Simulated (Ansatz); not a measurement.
`OPS` and `O[PH][InH2]` differ in one atom or group.

Ansatz, PBE0-D4/def2-TZVP geometries, multiplicity 1. Each molecule was computed in one conformer, which needn't be the lowest.

Elements past krypton have def2 core potentials.

```tsv
property	`OPS`
HOMO–LUMO gap (PBE/def2-TZVPP) / eV	4.81
HOMO energy (ωB97M-V/def2-TZVPP) / eV	-9.31
HOMO energy (PBE/def2-TZVPP) / eV	-5.99
size of the dipole moment (PBE/def2-TZVPP) / D	1.67
size of the dipole moment (B3LYP/def2-TZVPP) / D	1.72
HOMO–LUMO gap (ωB97M-V/def2-TZVPP) / eV	10.80
```

Task: What does the change do to each property? (Estimate.)

Result: The calculation gave: 
```
                                        property  `O[PH][InH2]`  shift
             HOMO–LUMO gap (PBE/def2-TZVPP) / eV           2.98  -1.83
           HOMO energy (ωB97M-V/def2-TZVPP) / eV          -8.52   0.79
               HOMO energy (PBE/def2-TZVPP) / eV          -5.47   0.52
  size of the dipole moment (PBE/def2-TZVPP) / D           0.82  -0.85
size of the dipole moment (B3LYP/def2-TZVPP) / D           0.75  -0.97
         HOMO–LUMO gap (ωB97M-V/def2-TZVPP) / eV           8.22  -2.58
```

With PBE0 the HOMO rises by 0.68 eV and the LUMO falls by 1.49 eV, so the gap narrows by about 2.17 eV. PBE moves the HOMO by 0.52 eV and ωB97M-V by 0.79 eV. The zero-point energy changes by 3.0 kJ/mol with +3 modes. Dipoles are sizes alone; their direction can turn.

B3LYP here is the variant with VWN-RPA as its local correlation; programs differ in this.
